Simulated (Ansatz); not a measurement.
Basis-set series for F3HNV (`[NH]=[V]([F])([F])[F]`). Total charge 0; spin multiplicity 1. The structure was optimised at the PBE0-D4/def2-TZVP level. It is one conformer, not always the lowest.

```json
{"functional": "PBE0-D4", "basis": "def2-TZVPP", "functions": "202", "energy (Eh)": "-1298.65358", "HOMO (eV)": "-9.62", "LUMO (eV)": "-3.27"}
{"functional": "PBE0-D4", "basis": "def2-QZVPP", "functions": "351", "energy (Eh)": "-1298.69087", "HOMO (eV)": "-9.62", "LUMO (eV)": "-3.28"}
{"functional": "ωB97M-V", "basis": "def2-TZVPP", "functions": "202", "energy (Eh)": "-1299.04523", "HOMO (eV)": "-12.01", "LUMO (eV)": "-0.94"}
{"functional": "ωB97M-V", "basis": "def2-QZVPP", "functions": "351", "energy (Eh)": "-1299.08019", "HOMO (eV)": "-12.01", "LUMO (eV)": "-0.95"}
```

(1) Give the rows for def2-SVP. (Estimate.)

Answers

(1) Computed: 
| functional | basis | functions | energy (Eh) | HOMO (eV) | LUMO (eV) |
| --- | --- | --- | --- | --- | --- |
| PBE0-D4 | def2-SVP | 92 | -1298.07971 | -9.52 | -3.24 |
| ωB97M-V | def2-SVP | 92 | -1298.46167 | -11.88 | -0.85 |

Scalar relativity is left out up to krypton.
